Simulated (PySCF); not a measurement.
## Worked example: entropy of an ideal gas

Al(F)(OH)2 (AlFH2O2), SMILES [OH][Al]([OH])[F].

Geometry: TPSSh-D3(BJ)/def2-SVP. The values are those of a single conformer.

TPSSh-D3(BJ)/def2-SVP in PySCF gives the harmonic wavenumbers 223, 239, 283, 324, 342, 581, 591, 700, 948, 972, 3889, 3893 cm⁻¹ and the rotational temperatures 0.3126, 0.3105, 0.1558 K. The molar mass is 79.99 g/mol, the symmetry number 1, the spin multiplicity 1.

Problem. Work out the entropy at 298.15 K and 1 atm in the rigid-rotor, harmonic-oscillator model.

Solution. 
Translation (Sackur–Tetrode at 1 atm): S = R[1.5 ln M + 2.5 ln T − 1.16487] = 163.4 J/(mol K).
Rotation: q = (√π/σ) T^1.5/√(θA θB θC) = 74200, S = R[ln q + 3/2] = 105.7 J/(mol K).
Vibration: with u = 1.4388 ν/T, each mode gives R[u/(e^u − 1) − ln(1 − e^−u)]:
```tsv
ν (cm⁻¹)	modes	u	S (J/(mol K))
223	1	1.08	8.09
239	1	1.15	7.57
283	1	1.37	6.34
324	1	1.56	5.40
342	1	1.65	5.03
581	1	2.80	2.02
591	1	2.85	1.95
700	1	3.38	1.28
948	1	4.57	0.48
972	1	4.69	0.44
```
The stiffer modes add less than 0.005 each. Sum 38.6 J/(mol K).
Spin: R ln 1 = 0.0 J/(mol K).
Total 307.7 J/(mol K); the program's own thermochemistry gives 307.7. Translation makes up 53 % and vibration 13 %. Anharmonicity, hindered rotation and orbital degeneracy are left out.
